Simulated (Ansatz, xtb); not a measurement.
# FH3SbSi−: 3 structures ranked

3 gas-phase structures of FH3SbSi−, found in a search over its isomers (lower ones may exist). Each was relaxed with GFN2-xTB:

A. `[F][Sb-][SiH3]`, a singlet
B. `F[SiH-][SbH2]`, a singlet
C. `[F][SbH][SiH2-]`, a singlet

Q: Estimate their order in r2SCAN-D4/def2-SVPD energy at these geometries, lowest first.

A: Calculated order at r2SCAN-D4/def2-SVPD: B (0.0), A (2.3), C (13.7) kcal/mol.

Energies above the lowest of each column, in kcal/mol; the last columns are at B3LYP-D3(BJ)/def2-SVPD geometries:

```tsv
structure	GFN2-xTB	HF/STO-3G	r2SCAN-D4/def2-SVPD	B3LYP-D3(BJ)/def2-SVPD	CCSD(T)/def2-SVPD + ΔMP2/def2-TZVPPD
B	17.8	5.4	0.0	0.0	0.0
A	0.0	0.0	2.3	3.9	4.6
C	18.9	32.0	13.7	14.7	16.9
```

CCSD(T)/def2-SVPD + ΔMP2/def2-TZVPPD puts B lowest; GFN2-xTB picks A, HF/STO-3G picks A. Flexible structures stand in one conformer each, not always the lowest. The ΔMP2 step shifts differences by up to 3.7 kcal/mol, which makes them less sure. Atoms past krypton carry core potentials in the def2 sets, without spin–orbit terms. ΔMP2 is the change of the MP2 energy from the smaller to the larger basis.

Programs: Ansatz 0.2.0, xtb 6.7.1.
